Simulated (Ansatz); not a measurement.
```yaml
crystal:
  periodic: [false, false, false]
  atoms:
    - {symbol: N, position_ang: [-1.536293, 0.967676, 0.103781]}
    - {symbol: Hf, position_ang: [0.142777, -0.040023, -0.298718]}
    - {symbol: N, position_ang: [0.773175, -0.911231, 1.404295]}
    - {symbol: O, position_ang: [1.699835, 1.085294, -0.737657]}
    - {symbol: O, position_ang: [-0.287183, -1.238972, -1.747519]}
    - {symbol: H, position_ang: [-2.458326, 0.931511, -0.472232]}
    - {symbol: H, position_ang: [-1.742917, 1.576882, 0.944660]}
    - {symbol: H, position_ang: [1.699602, -0.900046, 1.776535]}
    - {symbol: H, position_ang: [0.105444, -1.419114, 2.091201]}
    - {symbol: H, position_ang: [2.000579, 1.950848, -1.103942]}
    - {symbol: H, position_ang: [-0.333495, -2.129630, -2.162726]}
basis:
  gaussian: {orbitals: def2-TZVP}
hamiltonian: {xc: {name: B2GP-PLYP}}
output: {forces: true}
```

```sh
$ ansatz run in.yaml --threads 4 --pin off --events-out ev --progress --plain --max-ram 10444MiB
```

It prints (some lines left out):

```
Functional definition: B2GP-PLYP
1460 factors; integrals over basis functions are off by at most 1.3e-3 eV
mean field evaluation 1: about -8448.7834 eV, gradient 9.2e1 eV
mean field evaluation 2: about -8448.8708 eV, gradient 9.2e1 eV
mean field evaluation 4: about -8463.4594 eV, gradient 6.8e0 eV
mean field evaluation 8: about -8463.5802 eV, gradient 8.4e-1 eV
mean field evaluation 16: about -8463.5816 eV, gradient 2.2e-4 eV
mean field -8463.58159547 eV, -311.0308868120 hartree, gradient 3.5e-6 eV, S^2 0.000000; 0 other end points of the search recorded, 0 dependent functions left out
4 core orbitals not correlated: weight in the atoms' cores, before any rotation towards them, 1.000 or more for the frozen orbitals, at most 0.000 for the correlated occupied ones
reference -8463.58172861 eV, -311.0308917048 hartree; 20, 20 occupied and 176, 176 virtual orbitals, 1460 factors
second order -37.73039038 eV of doubles, -0.00000000 eV of singles
Total energy: -8477.16466915 eV, -311.5300555626 hartree
Atom 0 at    -1.536293     0.967676     0.103781 Å, force    -3.837990     1.567980     0.327518 eV/Å
Atom 1 at     0.142777    -0.040023    -0.298718 Å, force     1.446108     0.377209    -0.596590 eV/Å
Atom 2 at     0.773175    -0.911231     1.404295 Å, force    -2.026908    -1.568430     2.108573 eV/Å
Atom 3 at     1.699835     1.085294    -0.737657 Å, force     0.212755     1.362108    -0.646436 eV/Å
Atom 4 at    -0.287183    -1.238972    -1.747519 Å, force    -0.305001    -1.851064    -1.065303 eV/Å
Atom 5 at    -2.458326     0.931511    -0.472232 Å, force     2.325998     0.092449     1.389000 eV/Å
Atom 6 at    -1.742917     1.576882     0.944660 Å, force     0.407035    -1.062253    -1.465788 eV/Å
Atom 7 at     1.699602    -0.900046     1.776535 Å, force     0.390360    -0.085967     0.282641 eV/Å
Atom 8 at     0.105444    -1.419114     2.091201 Å, force     1.778851     1.193940    -1.585960 eV/Å
Atom 9 at     2.000579     1.950848    -1.103942 Å, force    -0.474562    -1.447426     0.624593 eV/Å
Atom 10 at    -0.333495    -2.129630    -2.162726 Å, force     0.083354     1.421454     0.627752 eV/Å
Dipole moment:    -0.211993    -0.023488     0.081524 e Å
```

Run time 6 s (4 threads of an Intel Xeon 6975P-C on a shared host); peak host memory 0.67 GiB.
